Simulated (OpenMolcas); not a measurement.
Computed transition rates of Ag IV

```json
{
  "Program": "OpenMolcas 26.06",
  "Method": "SS-CASPT2, IPEA 0.25 Eh, imaginary shift 0.1 Eh (closed shells correlated: 4s 4p)",
  "Basis": "ANO-RCC-VTZP [7s6p4d2f1g]",
  "Scalar Hamiltonian": "DKH2, point nucleus",
  "Active space": "8 electrons in 5 orbitals (4d)",
  "State averaging": "2S+1 = 3 even, 10 roots; 2S+1 = 1 even, 15 roots kept (CI in the orbitals of an earlier block)",
  "Spin-orbit coupling": "RASSI with atomic mean-field integrals over the reference wave functions, term energies averaged over their components"
}
```

Rates come from the transition moments of the reference wave functions (E1 and E2 in the length form). At fixed line strength A goes as λ^-3 for E1 and M1 and as λ^-5 for E2, so a rate at the computed wavelength can be rescaled to the measured one. Measured vacuum wavelengths follow from level energies in the list in Gamrath, thesis, University of Mons (2023). Branching counts decays inside the model space alone, at computed energies, and the table is only a selection of the E2 and M1 lines, drawn from those between levels with measured partners whose computed energy lies within a factor of 1.5 of the measured one.

```csv
Upper,Lower,Type,λ computed (nm),λ measured (nm),A computed (s-1),A rescaled (s-1),Branching %
4d8 1S0,4d8 3P1,M1,312.3,320.1,3.92e+01,,65.7
4d8 1S0,4d8 3F2,E2,233.7,242.1,4.49e+00,,7.5
4d8 1G4,4d8 3F4,M1,468.8,486.1,2.62e+00,,75.2
4d8 3F3,4d8 3F4,M1,2512,2397,1.63e+00,1.88e+00,100.0
4d8 1G4,4d8 3F3,M1,576.4,609.8,8.53e-01,,24.5
4d8 3P1,4d8 3F2,M1,929.2,993,3.78e-01,,29.0
4d8 3F2,4d8 3F3,M1,6007,6035,1.41e-01,1.39e-01,100.0
4d8 3P0,4d8 3F2,E2,908,974.4,3.37e-02,2.37e-02,97.4
4d8 3P1,4d8 3F3,E2,804.7,852.7,3.36e-02,2.51e-02,2.6
4d8 3P0,4d8 3P1,M1,39720,51920,8.46e-04,3.79e-04,2.4
```

Spin-changing lines and M1 lines between different terms are not rescaled, since their strength hangs on the term gaps too.

The largest correction is for 4d8 3P0 → 4d8 3P1 (M1): 8.46e-04 × (39720 / 51920)^3 = 3.79e-04 s-1, a factor of 0.45.

The computed rate and branching of 4d8 3F3 → 4d8 3F4 give the upper level a radiative lifetime of 1.000 / 1.63e+00 s-1 = 6.13e-01 s, counting decays inside the model space alone. The rescaled rate gives about 5.3e-01 s.

These are rates of the free ion; in crystals, glasses and complexes forced electric-dipole and non-radiative decay shorten such lifetimes by orders of magnitude. No measured rate stands beside these. Rescaling mends the energy factor alone: line strengths can still be far off where a level mixes with configurations outside the active space, and weak or spin-changing lines hang on small mixing coefficients that depend on the term gaps too, so rescaling need not improve them.

Term energies are means over components that CASPT2 splits; among the terms shown or strongly mixed into the levels shown the widest spread is 640 cm-1 (4d8 1G). Terms from blocks run as CI alone lack orbitals of their own. Measured partners are found by configuration, term and J. A level has none where our copy of the source lacks it or the pairing is in doubt (some pairs that miss far off the trend of their configuration count as doubtful). Only configurations of the active space appear.
